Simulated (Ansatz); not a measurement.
Computed with Ansatz on PBE0-D4/def2-TZVP structures; ΔE is electronic, products minus reactants. CCSD(T)/CBS is the MP2 limit (def2-TZVPP, def2-QZVPP) plus CCSD(T) − MP2 in def2-TZVPP, frozen cores. Elements past krypton have def2 core potentials. For Ge, In outer-core shells are correlated without core-valence functions, which leaves a few kJ/mol of doubt a bond. Scalar relativity is left out up to krypton. Each species was taken in one conformer, which may not be the lowest.

Reaction (ligand exchange at a Ge–C bond): `C=[C]([GeH3])[InH2]` + `N=C(F)S` → `N=C(F)[S][GeH3]` + `C=[CH][InH2]`

`C=[C]([GeH3])[InH2]`:

Cartesian coordinates in Å:
```
C -0.770 -0.780 1.191
C -0.077 -0.170 0.224
Ge -0.964 1.128 -0.914
In 1.997 -0.692 0.015
H -1.828 -0.580 1.374
H -0.324 -1.516 1.859
H -0.886 0.685 -2.388
H -0.267 2.497 -0.804
H -2.443 1.274 -0.503
H 2.569 -1.873 1.140
H 2.992 0.027 -1.193
```

`N=C(F)S`:

Cartesian coordinates in Å:
```
N -0.734 -1.022 -0.035
C -0.102 -0.083 -0.550
F -0.107 0.052 -1.874
S 0.886 1.226 0.101
H -0.671 -1.043 0.975
H 0.729 0.869 1.384
```

`N=C(F)[S][GeH3]`:

```xyz
9

N     1.185    0.732   -2.215
C     0.698    0.385   -1.124
F     1.441    0.194   -0.007
S    -1.010    0.100   -0.893
Ge   -1.081   -0.474    1.273
H     2.194    0.852   -2.165
H    -2.579   -0.729    1.483
H    -0.262   -1.747    1.506
H    -0.586    0.686    2.141
```

`C=[CH][InH2]`:

Cartesian coordinates in Å:
```
C 0.912 -1.117 -0.269
C 0.456 -0.187 0.569
In -1.093 1.159 -0.017
H 0.521 -1.231 -1.277
H 1.702 -1.815 0.007
H 0.902 -0.139 1.561
H -1.700 2.372 1.047
H -1.700 0.958 -1.622
```

| species | CCSD(T)/CBS(def2) energy (Eh) |
| --- | --- |
| `C=[C]([GeH3])[InH2]` | -2346.17345 |
| `N=C(F)S` | -591.49692 |
| `N=C(F)[S][GeH3]` | -2668.82697 |
| `C=[CH][InH2]` | -268.86241 |

**Question.** Work out ΔE.

**Answer.** ΔE = (-2668.82697) + (-268.86241) − (-2346.17345) − (-591.49692) = -0.01901 Eh = -49.9 kJ/mol.

Largest T1 diagnostic among the species: 0.014.

Leaving LDA and LC-ωPBE aside and taking each functional with its dispersion term where it has one, the values, not all of them listed here, spread over 3.8 kJ/mol, from BHLYP-D4 to PBE-QIDH. LDA lies +4.3 kJ/mol from PBE without D4. In def2-TZVPP, CCSD(T) changes the Hartree–Fock value by +11.4 kJ/mol (the triples alone add +1.1 kJ/mol) and MP2 by +12.3 kJ/mol.
